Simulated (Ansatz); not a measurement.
Relaxation of CH$_{4}$AlNO (8 atoms, charge 0, multiplicity 1), to a largest force component of 0.02 eV/Å in at most 40 steps.

All numbers below come from RKS B3LYP-D4/def2-SVP (Ansatz).

```xyz
8
Properties=species:S:1:pos:R:3
C -0.254 0.748 -0.420
N 0.592 0.257 0.678
Al 0.003 -1.368 0.221
O -0.849 -0.437 -0.937
H 0.321 1.239 -1.214
H -1.044 1.427 -0.078
H 1.116 0.957 1.181
H 0.116 -2.822 0.569
```

Problem. Where does it end, and by what steps?

Solution. The forces met the threshold. After 5 steps the energy has fallen by 0.085 eV; H8 moved furthest, 0.08 Å.

| step | energy less start (eV) | largest force component (eV/Å) | accepted |
| --- | --- | --- | --- |
| 0 | 0.0000 | 1.073 | yes |
| 1 | -0.0648 | 0.417 | yes |
| 2 | -0.0671 | 0.790 | yes |
| 3 | -0.0845 | 0.075 | yes |
| 4 | -0.0851 | 0.087 | yes |
| 5 | -0.0852 | 0.012 | yes |

```xyz
8
Properties=species:S:1:pos:R:3
C -0.268 0.768 -0.440
N 0.578 0.260 0.651
Al 0.016 -1.371 0.234
O -0.854 -0.423 -0.956
H 0.315 1.285 -1.231
H -1.056 1.464 -0.085
H 1.129 0.900 1.207
H 0.140 -2.883 0.619
```

The run took 26 s on 1 thread of Arm Neoverse N1 (shared host), peak memory 0.15 GiB.
